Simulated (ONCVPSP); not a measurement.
# LDA (Perdew-Zunger) ONCV dataset for Mo (Z = 42), scalar-relativistic all-electron reference.

* Element: Mo
* Generator: ONCVPSP 4.0.1
* Type: optimised norm-conserving Vanderbilt (ONCV)
* Functional: LDA (Perdew-Zunger)
* Relativity: scalar-relativistic
* Frozen core: [Ar] 3d10
* Valence charge: 14
* Reference configuration: 4s2 4p6 4d5 (charge +1)
* Partial waves: 4s: rc 1.85 bohr, ncon 4, nbas 8, qcut 6.4 1/bohr, 1 projector; 4p: rc 1.25 bohr, ncon 4, nbas 9, qcut 5.9 1/bohr, 1 projector; 4d: rc 2.35 bohr, ncon 4, nbas 9, qcut 6.5 1/bohr, 2 projectors, debl 1.1 Ha
* Local potential: polynomial inside 0.90 bohr (lpopt 2, dvloc0 0 Ha)
* Core correction: Teter function, fcfact 5.75, rcfact 1.75

All-electron outer shells of the reference configuration (LDA (Perdew-Zunger), scalar-relativistic, ld1.x):

```tsv
shell	level (eV)	outermost node (bohr)	outermost maximum (bohr)
4s	-71.27	0.51	0.99
4p	-45.46	0.52	1.06
4d	-10.66	0.53	1.38
```

(1) Estimate the cutoffs (Ha) at which the residual kinetic energy of the hardest occupied pseudo-wave falls to 1 and 0.1 mHa per electron.

(2) What does a ghost test show?

(3) Which valence shell sets the plane-wave cutoff?

Answers

(1) 94 Ha and 171 Ha.

(2) Ghosts flagged at negative energy: s at -14.0 eV; no localised positive-energy state flagged. A true bound ghost makes a file unfit for plane-wave use.

(3) 4p: 94 Ha for 1 mHa per electron, against 15 Ha for 4d.

Its largest configuration-test error is +29 meV (4s2 4p6 4d3). 2 of 4 tests not solved or not reliable.
